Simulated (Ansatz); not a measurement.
BH$_{5}$OS$_{2}$Si, SMILES `[SiH3]OB(S)S`, 10 atoms. The species carries charge 0 and has multiplicity 1. All runs use 4 threads of an Arm Neoverse V1 on a shared host. Correlated methods freeze the cores.

How many basis functions does each run have, and how long does it take in Ansatz? RHF-CCSD(T)/def2-TZVPP energy; RKS ωB97M-V/def2-QZVPP energy; RKS B97M-V/def2-TZVPP energy; RKS PBE0-D4/def2-TZVP frequencies; RKS PBE0-D4/def2-TZVP relaxation (7 steps); RKS PBE-QIDH (frozen core)/def2-TZVPP energy; RKS PBE0-D4/def2-TZVPP energy; RHF-CCSD(T)/def2-SVP energy; RKS ωB97M-V/def2-SVP energy; RHF-MP2/def2-QZVPP energy; RKS revPBE-D4/def2-TZVPP energy; RKS PBE0-D4/def2-QZVPP energy. (Estimate.)

The calculation gave: Other jobs shared the machine, so times are rough.

```csv
level,job,functions,wall time,peak host memory (GiB)
RKS revPBE-D4/def2-TZVPP,energy,258,2.7 s,0.38
RKS PBE0-D4/def2-TZVPP,energy,258,4.2 s,0.75
RHF-CCSD(T)/def2-SVP,energy,107,4.8 s,0.44
RKS ωB97M-V/def2-SVP,energy,107,6 s,0.34
RKS PBE-QIDH (frozen core)/def2-TZVPP,energy,258,7 s,0.68
RKS B97M-V/def2-TZVPP,energy,258,11 s,0.47
RKS PBE0-D4/def2-QZVPP,energy,474,13 s,2
RHF-MP2/def2-QZVPP,energy,474,26 s,2.8
RKS ωB97M-V/def2-QZVPP,energy,474,27 s,2.3
RKS PBE0-D4/def2-TZVP,relaxation (7 steps),203,34 s,0.59
RKS PBE0-D4/def2-TZVP,frequencies,203,2.9 min,0.59
RHF-CCSD(T)/def2-TZVPP,energy,258,3 min,5.5
```
